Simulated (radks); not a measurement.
Values are calculated unless marked as measured or tabulated.
Spherical quantum dot in the effective-mass picture: electrons in a well V = -V0 / (1 + exp((r - R)/a)) with V0 = 11.3, R = 4.27, a = 0.17, all in effective atomic units (hartree* = m*/eps^2 hartree, bohr* = eps/m* bohr), one dielectric constant everywhere. Level of theory: non-relativistic Kohn-Sham, PBE, spin-polarised, spherical densities (a radial shooting solver with Libxc functionals). Levels are named by radial order and angular momentum (1s, 1p, 1d, 2s, ...), and open shells are averaged over m. Results are scaled to m* = 0.371 and eps = 14.6, for which hartree* = 47.36 meV and bohr* = 2.082 nm.

N = 17, configuration 1s2 1p6 1d(up 5, down 4). This is the lowest configuration that the search found. Occupied and some empty levels:

level    occupation  eigenvalue (meV)  <r> (nm)
1s up             1           -283.56     5.927
1s down           1           -283.02     5.919
1p up             3           -276.56     6.182
1p down           3           -275.99     6.177
1d up             5           -264.61     6.406
1d down           4           -264.02     6.404
1f up             0           -248.42     6.598
1f down           0           -247.82     6.596
2s up             0           -237.41     4.154
2s down           0           -237.13     4.153
2p up             0           -216.24     4.832
2p down           0           -215.89     4.829

Energy (meV): total -6604.14, kinetic 531.66, external -8931.8, Hartree 2087.5, exchange-correlation -291.50.
